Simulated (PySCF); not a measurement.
C4H12AlClSi, SMILES [CH3][Al]([CH3])[CH2]C[SiH2]Cl (GFN2-xTB optimised geometry):

```
19

Si     0.282    -0.047     0.000
Cl     2.309    -0.047     0.000
C     -0.364    -0.955    -1.537
C     -1.906    -0.949    -1.614
Al    -2.521    -2.003    -3.216
C     -4.387    -1.779    -3.877
C     -1.237    -3.251    -4.094
H     -0.159    -0.719     1.223
H     -0.154     1.350     0.000
H     -0.008    -1.990    -1.543
H      0.041    -0.497    -2.445
H     -2.261     0.090    -1.644
H     -2.309    -1.350    -0.674
H     -5.013    -1.217    -3.175
H     -4.880    -2.743    -4.041
H     -4.436    -1.249    -4.834
H     -0.297    -2.778    -4.395
H     -0.959    -4.096    -3.455
H     -1.678    -3.681    -5.000
```

Level of theory: PySCF with B3LYP/def2-SVP.

Problem. What are the frontier orbital energies and the dipole moment?

Solution. HOMO-2 -8.22 eV, HOMO-1 -7.54 eV, HOMO -6.77 eV, LUMO -0.93 eV, LUMO+1 0.10 eV; dipole moment 2.14 D.

Meta-Löwdin charges at B3LYP/def2-SVP: Si1 0.70, Cl2 -0.29, C3 -0.38, C4 -0.45, Al5 0.84, C6 -0.59, C7 -0.59, H8 -0.12, H9 -0.12, H10 0.10, H11 0.09, H12 0.09, H13 0.09, H14 0.10, H15 0.11, H16 0.11, H17 0.11, H18 0.11, H19 0.10.
